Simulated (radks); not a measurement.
Results of a calculation; reference values are marked as such.
The mean radii <r> (bohr) of the occupied orbitals of an atom or ion are listed with their occupations. Code: a radial shooting solver on a logarithmic mesh with Libxc functionals. Model: scalar-relativistic Kohn-Sham, r2SCAN, spin-polarised, spherical densities, finite nucleus; meta-GGA in the generalised Kohn-Sham scheme; Fermi nuclear charge, rms radius of each element as measured or else 0.836 A^(1/3) + 0.57 fm.

| orbital | occ. | <r> |
|---|---|---|
| 1s up | 1 | 0.04861 |
| 1s down | 1 | 0.04861 |
| 2s down | 1 | 0.2175 |
| 2s up | 1 | 0.2175 |
| 2p up | 3 | 0.1907 |
| 2p down | 3 | 0.1907 |
| 3s up | 1 | 0.6511 |
| 3s down | 1 | 0.6510 |
| 3p up | 3 | 0.6791 |
| 3p down | 3 | 0.6783 |
| 3d up | 5 | 0.8135 |
| 3d down | 5 | 0.7950 |
| 4s up | 1 | 2.307 |
| 4p up | 2 | 3.042 |

Name the element and its charge. Open shells, if any, are filled with parallel spins first.

Answer. Z = 31, gallium, charge 0: Ga in [Ar] 3d10 4s1 4p2. The 1s radius gives Z: for a bare nucleus <r> = (2 gamma + 1)/(2Z) with gamma = sqrt(1 - (Z/c)^2), 0.04755 bohr for Z = 31, and screening makes it slightly larger (0.04861 here). The occupations add up to 31, and the charge is Z minus that.
